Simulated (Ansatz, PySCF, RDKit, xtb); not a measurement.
Complex: CH4 (SMILES C) (first 5 atoms) with CH3Cl (SMILES CCl); geometry from B3LYP-D3(BJ)/def2-TZVP, rigid monomers moved along the line of their centres of mass till H3···Cl7 is 3.51 Å.
(charge 0, multiplicity 1):
```xyz
10

C      0.08601     0.02346    -0.02055
H      1.15752    -0.17340     0.00100
H     -0.19273     0.62392     0.84378
H     -0.16275     0.56100    -0.93449
H     -0.45703    -0.92108     0.00033
C      0.81956    -0.82991     3.91467
Cl    -0.08249     0.65898     4.35108
H      1.73496    -0.53798     3.40939
H      1.04190    -1.37284     4.82824
H      0.19593    -1.42552     3.25552
```

Counterpoise-corrected where a basis set is named; no monomer relaxation. Rows marked so take none.

Frozen-core correlation. Rows in 6-311+G**, 6-31G* carry no dispersion term and start afresh at each structure (6-31G* with six Cartesian d functions).

Run with Ansatz (a program for electronic structure) with Gaussian orbitals; PySCF for 6-311+G** rows, 6-31G* rows, the dispersion terms; RDKit for the force fields; xtb for the GFN methods. Values without a source in brackets are computed.

```
level                              interaction energy (kcal/mol)
---------------------------------  -----------------------------
MMFF94                                                     -0.48
GFN-FF                                                     -0.57
PBE-D3(BJ)/def2-TZVPPD                                     -0.98
r2SCAN-D4/def2-TZVPPD                                      -0.70
B3LYP/6-31G*                                                0.09
B3LYP/6-31G* (no counterpoise)                             -0.12
B3LYP/6-311+G** (no counterpoise)                              …
M06-2X/6-31G* (no counterpoise)                                …
CCSD/aug-cc-pV(D+d)Z                                       -0.58
```

Q: What belongs in the gaps?

A: 
- B3LYP/6-311+G** (no counterpoise), interaction energy (kcal/mol): 0.01
- M06-2X/6-31G* (no counterpoise), interaction energy (kcal/mol): -0.77
